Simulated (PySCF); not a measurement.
A structure optimised at ωB97X-D3(BJ)/def2-SVP, used in a PySCF frequency run:

```xyz
12

C     -0.2102    -1.4011     2.4913
C     -0.0807    -0.7200     1.4948
Si     0.0788     0.3297     0.0000
C     -1.1581     1.7079     0.0000
F      1.5810     0.9594     0.0000
C     -0.0807    -0.7200    -1.4948
C     -0.2102    -1.4011    -2.4913
H     -0.3211    -2.0085     3.3744
H     -1.0349     2.3371     0.8952
H     -1.0349     2.3371    -0.8952
H     -2.1807     1.2985     0.0000
H     -0.3211    -2.0085    -3.3744
```

Q: Write its SMILES, formula and point group.

A: C#C[Si](C)(F)C#C, C5H5FSi, Cs

Q: What are its rotational constants (standard atomic weights)?

A: 2.4321, 1.6949, 1.3872 GHz
